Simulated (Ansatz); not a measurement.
`N[Si]1(O)CC1` → 2 C• + 7 H• + N• + O• + Si•  (atomization)

Isolated molecules relaxed with PBE0-D4/def2-TZVP in Ansatz; ΔE leaves out vibrations. CBS: MP2 limit from def2 TZ/QZ plus the TZ coupled-cluster correction, frozen cores. This one scheme is used for every species, atoms too. DFT in def2-TZVPP. B3LYP here is the variant with VWN-RPA as its local correlation; programs differ in this. HSE06 is defined as in plane-wave codes. No spin–orbit coupling; open shells (•) take unrestricted orbitals. Spin–orbit coupling would lower the free atoms: a little for C, O, Si. One conformer a species, not always the lowest.

`N[Si]1(O)CC1`:

Z-matrix (Å, degrees):
```
Si
O 1 1.639
C 1 1.816 2 115.3
N 1 1.705 2 110.6 3 -152.4
C 1 1.818 2 122.1 3 59.6
H 2 0.959 1 115.4 3 -162.9
H 3 1.086 1 121.2 2 7.6
H 3 1.086 1 121.0 2 -143.5
H 4 1.007 1 121.3 2 61.3
H 4 1.006 1 119.6 2 -151.2
H 5 1.087 1 122.4 2 156.8
H 5 1.086 1 120.3 2 5.4
```

```json
{"level": "LDA (SPW92)", "ΔE (kcal/mol)": "1261.7", "difference from CCSD(T)/CBS": "159.8"}
{"level": "PBE-D4", "ΔE (kcal/mol)": "1121.6", "difference from CCSD(T)/CBS": "19.7"}
{"level": "revPBE-D4", "ΔE (kcal/mol)": "1093.4", "difference from CCSD(T)/CBS": "-8.5"}
{"level": "BLYP-D4", "ΔE (kcal/mol)": "1098.3", "difference from CCSD(T)/CBS": "-3.6"}
{"level": "r2SCAN-D4", "ΔE (kcal/mol)": "1101.7", "difference from CCSD(T)/CBS": "-0.2"}
{"level": "B97M-V", "ΔE (kcal/mol)": "1103.2", "difference from CCSD(T)/CBS": "1.3"}
{"level": "PBE0-D4", "ΔE (kcal/mol)": "1101.5", "difference from CCSD(T)/CBS": "-0.4"}
{"level": "B3LYP-D4", "ΔE (kcal/mol)": "1099.9", "difference from CCSD(T)/CBS": "-2.0"}
{"level": "r2SCANh-D4", "ΔE (kcal/mol)": "1094.8", "difference from CCSD(T)/CBS": "-7.1"}
{"level": "r2SCAN0-D4", "ΔE (kcal/mol)": "1084.9", "difference from CCSD(T)/CBS": "-17.0"}
{"level": "HSE06-D4", "ΔE (kcal/mol)": "1102.3", "difference from CCSD(T)/CBS": "0.4"}
{"level": "BHLYP-D4", "ΔE (kcal/mol)": "1066.9", "difference from CCSD(T)/CBS": "-35.0"}
{"level": "CAM-B3LYP-D4", "ΔE (kcal/mol)": "1106.1", "difference from CCSD(T)/CBS": "4.2"}
{"level": "ωB97X-V", "ΔE (kcal/mol)": "1104.8", "difference from CCSD(T)/CBS": "2.9"}
{"level": "ωB97M-V", "ΔE (kcal/mol)": "1106.1", "difference from CCSD(T)/CBS": "4.2"}
{"level": "B2PLYP", "ΔE (kcal/mol)": "1088.9", "difference from CCSD(T)/CBS": "-13.0"}
{"level": "PBE-QIDH", "ΔE (kcal/mol)": "1092.9", "difference from CCSD(T)/CBS": "-9.0"}
{"level": "PBE", "ΔE (kcal/mol)": "1115.9", "difference from CCSD(T)/CBS": "14.0"}
{"level": "revPBE", "ΔE (kcal/mol)": "1075.7", "difference from CCSD(T)/CBS": "-26.2"}
{"level": "BLYP", "ΔE (kcal/mol)": "1085.8", "difference from CCSD(T)/CBS": "-16.1"}
{"level": "r2SCAN", "ΔE (kcal/mol)": "1100.3", "difference from CCSD(T)/CBS": "-1.6"}
{"level": "PBE0", "ΔE (kcal/mol)": "1096.8", "difference from CCSD(T)/CBS": "-5.1"}
{"level": "r2SCANh", "ΔE (kcal/mol)": "1093.4", "difference from CCSD(T)/CBS": "-8.5"}
{"level": "r2SCAN0", "ΔE (kcal/mol)": "1083.3", "difference from CCSD(T)/CBS": "-18.6"}
{"level": "HSE06", "ΔE (kcal/mol)": "1097.9", "difference from CCSD(T)/CBS": "-4.0"}
{"level": "BHLYP", "ΔE (kcal/mol)": "1060.2", "difference from CCSD(T)/CBS": "-41.7"}
{"level": "HF/def2-SVP", "ΔE (kcal/mol)": "778.2", "difference from CCSD(T)/CBS": "-323.7"}
{"level": "MP2/def2-SVP", "ΔE (kcal/mol)": "1037.7", "difference from CCSD(T)/CBS": "-64.2"}
{"level": "CCSD/def2-SVP", "ΔE (kcal/mol)": "1012.1", "difference from CCSD(T)/CBS": "-89.8"}
{"level": "CCSD(T)/def2-SVP", "ΔE (kcal/mol)": "1022.7", "difference from CCSD(T)/CBS": "-79.2"}
{"level": "HF/def2-TZVPP", "ΔE (kcal/mol)": "783.3", "difference from CCSD(T)/CBS": "-318.6"}
{"level": "MP2/def2-TZVPP", "ΔE (kcal/mol)": "1089.5", "difference from CCSD(T)/CBS": "-12.4"}
{"level": "CCSD/def2-TZVPP", "ΔE (kcal/mol)": "1053.6", "difference from CCSD(T)/CBS": "-48.3"}
{"level": "CCSD(T)/def2-TZVPP", "ΔE (kcal/mol)": "1070.0", "difference from CCSD(T)/CBS": "-31.9"}
{"level": "HF/def2-QZVPP", "ΔE (kcal/mol)": "785.4", "difference from CCSD(T)/CBS": "-316.5"}
{"level": "MP2/def2-QZVPP", "ΔE (kcal/mol)": "1108.5", "difference from CCSD(T)/CBS": "6.6"}
{"level": "SCS-MP2/def2-QZVPP", "ΔE (kcal/mol)": "1106.8", "difference from CCSD(T)/CBS": "4.9"}
{"level": "HF/CBS(def2)", "ΔE (kcal/mol)": "785.7", "difference from CCSD(T)/CBS": "-316.2"}
{"level": "MP2/CBS(def2)", "ΔE (kcal/mol)": "1121.4", "difference from CCSD(T)/CBS": "19.5"}
{"level": "CCSD/CBS(def2)", "ΔE (kcal/mol)": "1085.6", "difference from CCSD(T)/CBS": "-16.3"}
{"level": "CCSD(T)/CBS", "ΔE (kcal/mol)": "1101.9", "difference from CCSD(T)/CBS": "0"}
```

Largest T1 diagnostic among the species: 0.012.

From BLYP to BHLYP (50 % exact exchange), in def2-TZVPP and without D4, ΔE moves by −25.6 kcal/mol: exact exchange takes away binding that semilocal exchange gives to molecules. Leaving LDA and LC-ωPBE aside and taking each functional with its dispersion term where it has one, the values spread over 54.6 kcal/mol, from BHLYP-D4 to PBE-D4. LDA lies +145.7 kcal/mol from PBE without D4, its usual overbinding.

For atomizations the MP2-based limit and the directly extrapolated one differ by several kJ/mol either way, and by 10 to 25 for some Ge, Se and Sn compounds, so smaller differences from it don't rank the levels.
